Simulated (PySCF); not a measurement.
## Structure elucidation problem

Molecular formula: C₈H₁₆O. Simulated spectra:

1H NMR (400 MHz, computed): δ 3.27 (s, 3H), 2.81 (d, 2H), 1.69 (m, 2H), 1.59 (m, 2H), 1.54 (m, 1H), 1.24 (m, 1H), 1.15 (m, 2H), 1.04 (m, 1H), 0.55 (m, 2H).

13C{1H} NMR (computed): δ 80.6, 59.3, 39.6, 32.0 (2C), 29.1, 28.3 (2C).

PySCF 2.14 calculation with coordinates at the PBE0-D3(BJ)/def2-SVP level and PBE0/pcSseg-1 with gauge-including orbitals; relativity neglected, one computed conformer, equivalent nuclei averaged, no solvent.

Chemical shifts δ = σref − σ; TMS for 1H (σref 31.27) and 13C (σref 184.41), all at this level.

Propose a structure and justify it.

## Answers


The formula gives 1 degree of unsaturation (1 ring in the answer). 6 carbon signals for 8 carbons: some carbons are equivalent by symmetry or fast rotation. Carbon types of the structure: 1 × CH, 6 × CH2, 1 × CH3, which accounts for all hydrogens. δC 80.6: sp3 CH2 bonded to O; the inductive effect lowers its shielding. δC 59.3: methyl carbon bonded to O; deshielded by the electronegative neighbour. δC 39.6: sp3 CH in a ring; saturated and bonded to C and H only. δC 32.0, 29.1, 28.3: sp3 CH2 in a ring; saturated and bonded to C and H only. δH 3.27: hydrogen on a methyl carbon bonded to O; its carbon carries O, an electronegative neighbour. δH 2.81: hydrogen on an sp3 CH2 bonded to O; its carbon carries O, hence the downfield position. δH 1.69, 1.59, 1.54, 1.15, 1.04, 0.55: hydrogen on an sp3 CH2 in a ring; far from electronegative atoms and π systems.

The compound is SMILES COCC1CCCCC1.

The data come from this structure; uniqueness wasn't tested.

Shifts are as computed. Against solution values, carbons near 30 ppm lie about +2 ppm off and those near 130 ppm about +5 ppm. Of 1211 compounds with measured shifts, 218 miss one by over three times the rms of a fit or turn the order of signals round; such compounds aren't used in these exercises. No couplings were computed; multiplicities are counted from neighbouring protons, with m where these are inequivalent, close in shift, in a saturated or five-membered ring or joined by F or P, and br s for small geminal =CH2 splittings.
